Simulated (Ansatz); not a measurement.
Program: Ansatz. Geometries: PBE0-D4/def2-TZVP. ΔE: electronic, gas phase. CCSD(T)/CBS adds triple-zeta CCSD(T) − MP2 to the extrapolated MP2 energy (def2 sets, frozen cores). DFT in def2-TZVPP. B3LYP here is the variant with VWN-RPA as its local correlation; programs differ in this. For Se outer-core shells are correlated without core-valence functions, which leaves a few kJ/mol of doubt a bond. Scalar relativity is left out up to krypton. One conformer a species, not always the lowest.

`BC1[SiH2][Se]1` + `N[SiH2]F` → `BN[SiH2]F` + `C1[SiH2][Se]1`  (ligand exchange at a B–C bond)

| level | ΔE (kcal/mol) | difference from CCSD(T)/CBS |
| --- | --- | --- |
| B3LYP-D4 | -22.2 | -0.7 |
| ωB97X-V | -22.0 | -0.5 |
| ωB97M-V | -21.8 | -0.3 |
| PBE | -21.0 | 0.5 |
| r2SCAN | -21.3 | 0.2 |
| PBE0 | -21.4 | 0.1 |
| B3LYP | -22.9 | -1.4 |
| SCS-MP2/def2-TZVPP | -22.3 | -0.8 |
| CCSD(T)/def2-TZVPP | -22.1 | -0.6 |
| HF/def2-QZVPP | -24.5 | -3.0 |
| CCSD(T)/CBS | -21.5 | 0 |

Largest T1 diagnostic among the species: 0.012.

In def2-TZVPP, CCSD(T) changes the Hartree–Fock value by +2.4 kcal/mol (the triples alone add +0.4 kcal/mol) and MP2 by +3.2 kcal/mol. The D4 term adds +0.7 kcal/mol with B3LYP and +0.4 kcal/mol with PBE0; it sums over pairs of atoms, weighted by their polarisabilities, and B3LYP, whose exchange is more repulsive, gets the larger term.
